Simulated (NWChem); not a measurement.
System: CH$_{6}$SSn; SMILES [SnH3][S]C

```xyz
9

Sn     0.0224     0.8274     0.0000
S     -0.6856    -1.4876     0.0000
C      0.9307    -2.3308     0.0001
H     -1.4140     1.7510    -0.0080
H      0.9569     1.1372     1.4043
H      0.9694     1.1307    -1.3973
H      1.5223    -2.0899    -0.8951
H      0.7172    -3.4089    -0.0081
H      1.5155    -2.1020     0.9028
```
Atoms are numbered in this order, from 1.

All runs use the structure optimised with PBE0/def2-SVP. No frequency run checked for a minimum. def2 effective core potentials on Sn; no spin-orbit coupling.

 States above −ε(HOMO) = 5.6 eV lie in this functional's continuum and hang on the basis.

### Question
List the 4 lowest vertical singlet excitations from PBE/def2-SVPD with def2 effective core potentials on Sn, TDA (NWChem).

### Answer
```json
[
 {"state": "S1", "energy (eV)": "4.29", "oscillator strength": "0.011", "leading excitation (squared amplitude)": "HOMO → LUMO (0.99)"},
 {"state": "S2", "energy (eV)": "4.78", "oscillator strength": "0.000", "leading excitation (squared amplitude)": "HOMO → LUMO+1 (1.00)"},
 {"state": "S3", "energy (eV)": "5.19", "oscillator strength": "0.002", "leading excitation (squared amplitude)": "HOMO → LUMO+2 (0.97)"},
 {"state": "S4", "energy (eV)": "5.71", "oscillator strength": "0.004", "leading excitation (squared amplitude)": "HOMO → LUMO+3 (0.79)"}
]
```
